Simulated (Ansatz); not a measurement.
A run for Ansatz (a quantum-chemistry and plane-wave program): U-CCSD(T)/aug-cc-pVTZ on HLiO (SMILES [Li][OH]), a point of a bond scan (R = 2.569 Å).

Ansatz 0.2 input:
```yaml
crystal:
  periodic: [false, false, false]
  atoms:
    - {symbol: Li, position_ang: [-0.00000000, -0.00000000, -1.25872662]}
    - {symbol: O, position_ang: [0.00000000, 0.00000000, 0.31386950]}
    - {symbol: H, position_ang: [0.00000000, 0.00000000, 2.88252622]}
basis:
  gaussian:
    orbitals: aug-cc-pVTZ
correlation: {method: ccsd_t, electrons: outside_noble_gas}
scf: {omitted_lower_state_checks: [cluster_reference]}
magnetization: {spin_polarized: true, initial_magnetization: 0}
```

It printed:

```
WARN ansatz: RAYON_NUM_THREADS=1 ignored (pool sized by the plan → 1); use --threads N
Functional definition: HF
these checks for a lower state are left out or cut short: cluster_reference
integrals: 0.26 GiB planned
622 factors; integrals over basis functions are off by at most 1.4e-3 eV
mean field: 0.21 GiB planned
mean field evaluation 1: about -2235.4977 eV, gradient 4.8e1 eV
mean field evaluation 2: about -2235.4996 eV, gradient 4.8e1 eV
mean field evaluation 4: about -2234.6865 eV, gradient 4.9e1 eV
mean field evaluation 8: about -2248.5216 eV, gradient 2.2e0 eV
mean field evaluation 16: about -2253.0993 eV, gradient 8.4e-4 eV
mean field evaluation 32: about -2253.2956 eV, gradient 1.1e-6 eV
mean field evaluation 64: about -2248.5532 eV, gradient 6.0e-5 eV
mean field evaluation 96: about -2253.2956 eV, gradient 1.7e-6 eV
mean field evaluation 128: about -2252.5770 eV, gradient 7.2e0 eV
mean field evaluation 160: about -2250.5349 eV, gradient 1.2e0 eV
mean field evaluation 192: about -2234.5508 eV, gradient 5.2e1 eV
mean field -2253.29556413 eV, -82.8070846432 hartree, gradient 8.2e-7 eV, S^2 1.007992; 13 other end points of the search recorded, 0 dependent functions left out
2 core orbitals not correlated
reference -2253.29556413 eV, -82.8070846432 hartree; 4, 4 occupied and 109, 109 virtual orbitals, 622 factors
second order -5.74683479 eV of doubles, -0.00000000 eV of singles
coupled cluster: 0.63 GiB planned
cycle   1  -5.87590695 eV  change   -1.3e-1 eV  update   5.4e-2
cycle   2  -5.98665971 eV  change   -1.1e-1 eV  update   1.8e-2
cycle   3  -6.03141715 eV  change   -4.5e-2 eV  update   1.2e-2
cycle   4  -6.03126676 eV  change    1.5e-4 eV  update   4.4e-3
cycle   5  -6.02915435 eV  change    2.1e-3 eV  update   2.4e-3
cycle   6  -6.03053340 eV  change   -1.4e-3 eV  update   1.1e-3
cycle   7  -6.03120603 eV  change   -6.7e-4 eV  update   5.9e-4
cycle   8  -6.03123233 eV  change   -2.6e-5 eV  update   3.5e-4
cycle   9  -6.03125299 eV  change   -2.1e-5 eV  update   2.6e-4
cycle  10  -6.03130549 eV  change   -5.3e-5 eV  update   2.2e-4
cycle  11  -6.03119979 eV  change    1.1e-4 eV  update   1.9e-4
cycle  12  -6.03122718 eV  change   -2.7e-5 eV  update   1.4e-4
cycle  13  -6.03125678 eV  change   -3.0e-5 eV  update   8.3e-5
cycle  14  -6.03128276 eV  change   -2.6e-5 eV  update   4.1e-5
cycle  15  -6.03130761 eV  change   -2.5e-5 eV  update   2.0e-5
cycle  16  -6.03131492 eV  change   -7.3e-6 eV  update   9.0e-6
coupled cluster: 0.63 GiB planned
perturbative correction -0.19656668 eV, -0.0072236924 hartree
Total energy: -2259.52344573 eV, -83.0359550705 hartree
Checks for a lower state left out: cluster_reference
```

Self-consistency was reached. Its determinant has ⟨S²⟩ = 1.01, a mixture of spin states.

Cost: roughly 30 core-seconds.
